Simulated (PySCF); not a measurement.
KCl, SMILES [Cl][K]. Atoms are numbered in the order given.

```xyz
2

K      0.0000     0.0000    -1.2754
Cl     0.0000     0.0000     1.4255
```
Charge 0, spin multiplicity 1.

The structure is a stationary point at PBE-D3(BJ)/def2-TZVPD.

Computed with PySCF 2.14.0 with PBE-D3(BJ)/def2-TZVPD.

Frequencies are harmonic and unscaled.

| mode | ν (cm⁻¹) | IR (km/mol) | moving atoms (share of kinetic energy) |
|---|---|---|---|
| 1 | 265 | 51.2 | Cl 52 %, K 48 % |
